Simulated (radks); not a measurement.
The numbers below are computed, except where a source is named.
Spherical jellium clusters: N electrons in a uniform positive sphere of charge N and radius rs N^(1/3), rs = 4.18 bohr. Level of theory: non-relativistic Kohn-Sham, exchange-only LDA, spin-polarised, spherical densities (a radial shooting solver with Libxc functionals). Levels are named by radial order and angular momentum (1s, 1p, 1d, 2s, ...), and open shells are averaged over m.

N = 4, configuration 1s2 1p(up 2, down 0). This is the lowest configuration that the search found. Occupied and some empty levels:

level    occupation  eigenvalue (eV)  <r> (bohr)
1s up             1          -3.5913       4.870
1s down           1          -2.6413       4.594
1p up             2          -2.1130       6.221
1p down           0          -1.0163       6.490
1d up             0         -0.55524       8.225
2s up             0         -0.51857       9.854
2s down           0        -0.044928       14.15

Energy (eV): total -3.44307, kinetic 6.3758, external -74.714, Hartree 35.768, exchange-correlation -10.243, background 39.369.

Electron density:

r (bohr)  n(r) (e/bohr^3)
0.531            0.004266
1.12             0.004253
1.72             0.004215
2.31             0.004127
2.90             0.003958
3.49             0.003680
4.08             0.003282
4.67             0.002779
5.27             0.002219
5.86             0.001664
6.45             0.001174
7.04            0.0007857
7.63            0.0005062
8.23            0.0003171
8.82            0.0001947
9.41            0.0001177
10.0           0.00007039
10.6           0.00004173
11.2           0.00002437
11.8           0.00001429
